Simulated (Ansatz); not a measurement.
`FC(F)(F)C#Cc1ccc(C#Cc2ccc(C#Cc3ccc(C#Cc4ccc(C#Cc5ccc(C#Cc6ccc(C(F)(F)F)cc6)cc5)cc4)cc3)cc2)cc1` with charge -1. Charge -1, multiplicity 2. Geometry PBE-D4/def2-SVP, that of the neutral singlet; atoms count from 1.

```xyz
80

F     2.339    9.987  -20.263
C     3.200   10.427  -19.315
F     3.021   11.763  -19.189
F     4.455   10.226  -19.784
C     2.989    9.741  -18.039
C     2.814    9.160  -16.973
C     2.611    8.489  -15.735
C     2.789    7.085  -15.637
C     2.591    6.429  -14.424
C     2.205    7.151  -13.262
C     2.002    6.482  -12.027
C     1.825    5.901  -10.953
C     1.621    5.233   -9.717
C     1.084    5.924   -8.597
C     0.883    5.267   -7.385
C     1.214    3.893   -7.238
C     1.010    3.225   -6.003
C     0.833    2.644   -4.929
C     0.628    1.977   -3.693
C    -0.133    2.583   -2.656
C    -0.337    1.927   -1.445
C     0.216    0.638   -1.212
C     0.011   -0.028    0.023
C    -0.169   -0.607    1.099
C    -0.375   -1.272    2.335
C    -1.349   -0.804    3.259
C    -1.555   -1.459    4.471
C    -0.792   -2.608    4.816
C    -1.000   -3.273    6.053
C    -1.181   -3.850    7.128
C    -1.390   -4.514    8.365
C    -0.460   -5.480    8.839
C    -0.664   -6.130   10.053
C    -1.812   -5.851   10.844
C    -2.021   -6.515   12.082
C    -2.202   -7.092   13.156
C    -2.411   -7.757   14.396
C    -3.657   -7.659   15.070
C    -3.860   -8.315   16.285
C    -2.828   -9.082   16.855
C    -3.030   -9.739   18.199
F    -4.324  -10.090   18.397
F    -2.276  -10.857   18.332
F    -2.686   -8.906   19.214
C    -1.590   -9.194   16.196
C    -1.382   -8.542   14.979
C    -2.744   -4.889   10.368
C    -2.537   -4.234    9.157
C     0.183   -3.074    3.893
C     0.384   -2.424    2.679
C     0.980    0.034   -2.248
C     1.178    0.687   -3.462
C     1.753    3.203   -8.359
C     1.950    3.858   -9.571
C     2.025    8.557  -13.365
C     2.225    9.214  -14.577
H     3.088    6.517  -16.531
H     2.731    5.340  -14.356
H     0.827    6.988   -8.698
H     0.465    5.811   -6.526
H    -0.564    3.581   -2.824
H    -0.930    2.404   -0.651
H    -1.943    0.085    3.004
H    -2.312   -1.089    5.177
H     0.430   -5.705    8.234
H     0.065   -6.871   10.413
H    -4.464   -7.062   14.621
H    -4.831   -8.241   16.797
H    -0.789   -9.802   16.640
H    -0.416   -8.630   14.461
H    -3.635   -4.665   10.973
H    -3.264   -3.491    8.799
H     0.779   -3.962    4.150
H     1.140   -2.795    1.972
H     1.413   -0.962   -2.079
H     1.769    0.209   -4.256
H     2.012    2.140   -8.257
H     2.365    3.314  -10.432
H     1.727    9.125  -12.472
H     2.086   10.303  -14.646
```

Single mean-field runs in def2-SVP are fitted with def2-universal-jkfit.

Problem. Estimate the Mulliken populations of the heavy atoms from the PBE0/def2-SVP orbitals of Ansatz.

Solution. 
```tsv
atom	charge (e)	spin (α − β)
F1	-0.19	0.00
C2	0.63	0.00
F3	-0.19	0.00
F4	-0.19	0.00
C5	-0.20	0.06
C6	-0.01	-0.02
C7	-0.10	0.07
C8	0.01	-0.01
C9	0.00	0.03
C10	-0.06	0.02
C11	-0.04	0.04
C12	-0.02	0.01
C13	-0.08	0.05
C14	0.00	0.01
C15	0.00	0.01
C16	-0.07	0.05
C17	-0.04	0.02
C18	-0.03	0.03
C19	-0.08	0.04
C20	0.00	0.01
C21	0.00	0.01
C22	-0.08	0.05
C23	-0.03	0.02
C24	-0.03	0.03
C25	-0.07	0.04
C26	0.00	0.01
C27	0.00	0.01
C28	-0.08	0.05
C29	-0.02	0.02
C30	-0.04	0.03
C31	-0.07	0.03
C32	0.00	0.02
C33	0.00	0.00
C34	-0.08	0.06
C35	-0.01	-0.01
C36	-0.05	0.05
C37	-0.06	0.00
C38	0.00	0.03
C39	0.00	-0.02
C40	-0.19	0.05
C41	0.62	0.00
F42	-0.20	0.00
F43	-0.20	0.00
F44	-0.20	0.00
C45	0.00	-0.02
C46	0.00	0.03
C47	0.00	0.00
C48	0.00	0.02
C49	0.00	0.01
C50	0.00	0.01
C51	0.00	0.01
C52	0.00	0.01
C53	0.00	0.01
C54	0.00	0.01
C55	0.00	0.03
C56	0.01	-0.01
```
Mulliken values depend strongly on the basis.

Problem. Where does the spin sit?

Solution. Summed by element: F 0.01, C 1.01, H -0.02, of 1 unpaired in all. Largest on single atoms: C7 0.07, C5 0.06, C34 0.06.

Problem. And the Mayer bond orders between heavy atoms (over 0.3, the first 40 of 61)?

Solution. F1–C2 1.13 (1.35 Å); C2–F3 1.12 (1.35 Å); C2–F4 1.12 (1.35 Å); C2–C5 0.90 (1.46 Å); C5–C6 2.81 (1.23 Å); C6–C7 1.04 (1.42 Å); C7–C8 1.30 (1.42 Å); C7–C56 1.30 (1.42 Å); C8–C9 1.44 (1.39 Å); C9–C10 1.29 (1.42 Å); C10–C11 1.08 (1.42 Å); C10–C55 1.29 (1.42 Å); C11–C12 2.50 (1.23 Å); C12–C13 1.08 (1.42 Å); C13–C14 1.29 (1.42 Å); C13–C54 1.29 (1.42 Å); C14–C15 1.44 (1.39 Å); C15–C16 1.29 (1.42 Å); C16–C17 1.08 (1.42 Å); C16–C53 1.29 (1.42 Å); C17–C18 2.50 (1.23 Å); C18–C19 1.08 (1.42 Å); C19–C20 1.29 (1.42 Å); C19–C52 1.29 (1.42 Å); C20–C21 1.44 (1.39 Å); C21–C22 1.29 (1.42 Å); C22–C23 1.07 (1.42 Å); C22–C51 1.29 (1.42 Å); C23–C24 2.50 (1.23 Å); C24–C25 1.07 (1.42 Å); C25–C26 1.29 (1.42 Å); C25–C50 1.29 (1.42 Å); C26–C27 1.44 (1.39 Å); C27–C28 1.29 (1.42 Å); C28–C29 1.07 (1.42 Å); C28–C49 1.29 (1.42 Å); C29–C30 2.50 (1.23 Å); C30–C31 1.07 (1.42 Å); C31–C32 1.29 (1.42 Å); C31–C48 1.29 (1.42 Å).
